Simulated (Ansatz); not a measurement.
Reaction (formal exchange of groups at the Si–S bond): `[SiH3]S[SiH2]S[SiH3]` + `[BH2][GeH2][SiH3]` → `[BH2][GeH2][SiH2][SiH3]` + `[SiH3]S[SiH2]S`

Gas-phase electronic energies from Ansatz, PBE0-D4/def2-TZVP geometries. CBS: MP2 limit from def2 TZ/QZ plus the TZ coupled-cluster correction, frozen cores. DFT in def2-TZVPP. B3LYP here is the variant with VWN-RPA as its local correlation; programs differ in this. For Ge outer-core shells are correlated without core-valence functions, which leaves a few kJ/mol of doubt a bond. Scalar relativity is left out up to krypton. Each species was taken in one conformer, which may not be the lowest.

`[SiH3]S[SiH2]S[SiH3]`:

Z-matrix (Å, degrees):
```
Si
S 1 2.145
H 1 1.482 2 111.2
H 1 1.484 2 109.9 3 -121.9
H 1 1.483 2 105.8 3 119.0
Si 2 2.131 1 97.6 3 82.9
S 6 2.131 2 112.8 1 -53.0
H 6 1.482 2 111.4 1 64.9
H 6 1.482 2 105.1 1 -174.6
Si 7 2.145 6 97.6 2 -52.6
H 10 1.484 7 110.0 6 -38.5
H 10 1.483 7 105.8 6 -157.6
H 10 1.482 7 111.2 6 83.4
```

`[BH2][GeH2][SiH3]`:

```xyz
10

B     1.779   -0.497    0.714
Ge    0.215   -0.792   -0.564
Si   -1.373    0.929   -0.065
H     1.778   -0.993    1.800
H     2.671    0.241    0.419
H    -0.510   -2.137   -0.375
H     0.582   -0.642   -2.052
H    -2.548    0.813   -0.969
H    -1.837    0.809    1.342
H    -0.757    2.269   -0.250
```

`[BH2][GeH2][SiH2][SiH3]`:

Cartesian coordinates in Å:
```
B 2.104 -0.808 0.699
Ge 1.422 1.005 0.060
Si -0.614 0.518 -1.110
Si -2.096 -0.598 0.311
H 2.825 -1.466 0.011
H 1.716 -1.269 1.730
H 2.360 1.741 -0.914
H 1.046 1.970 1.200
H -0.314 -0.339 -2.291
H -1.218 1.788 -1.599
H -2.360 0.232 1.517
H -1.480 -1.881 0.748
H -3.390 -0.894 -0.361
```

`[SiH3]S[SiH2]S`:

```xyz
10

Si   -0.228    0.300   -1.687
S     1.618    0.143   -0.619
Si    0.794   -0.024    1.343
S    -0.654   -1.576    1.586
H     0.065    1.021   -2.949
H    -0.795   -1.036   -1.990
H    -1.212    1.070   -0.879
H     1.937   -0.365    2.219
H     0.163    1.258    1.736
H    -1.688   -0.792    1.240
```

Q: Is it downhill or uphill in electronic energy at CCSD(T)/CBS, and by how much? (An estimate is asked.)

A: Computed: Uphill: ΔE = +61.6 kJ/mol.

Q: What do these levels give: PBE0-D4, B3LYP-D4, ωB97X-V, ωB97M-V, PBE, r2SCAN, B3LYP, HF/def2-TZVPP, CCSD(T)/def2-TZVPP, MP2/def2-QZVPP, SCS-MP2/def2-QZVPP, CCSD/CBS(def2)? (Best estimate.)

A: Computed: PBE0-D4 55.0, B3LYP-D4 60.5, ωB97X-V 59.6, ωB97M-V 65.1, PBE 46.1, r2SCAN 56.5, B3LYP 52.8, HF/def2-TZVPP 64.2, CCSD(T)/def2-TZVPP 58.1, MP2/def2-QZVPP 70.6, SCS-MP2/def2-QZVPP 68.7, CCSD/CBS(def2) 61.2 kJ/mol.

Largest T1 diagnostic among the species: 0.013.

The D4 term adds +7.7 kJ/mol with B3LYP and +4.0 kJ/mol with PBE0; it sums over pairs of atoms, weighted by their polarisabilities, and B3LYP, whose exchange is more repulsive, gets the larger term. From PBE to PBE0 (25 % exact exchange), in def2-TZVPP and without D4, ΔE moves by +4.8 kJ/mol.
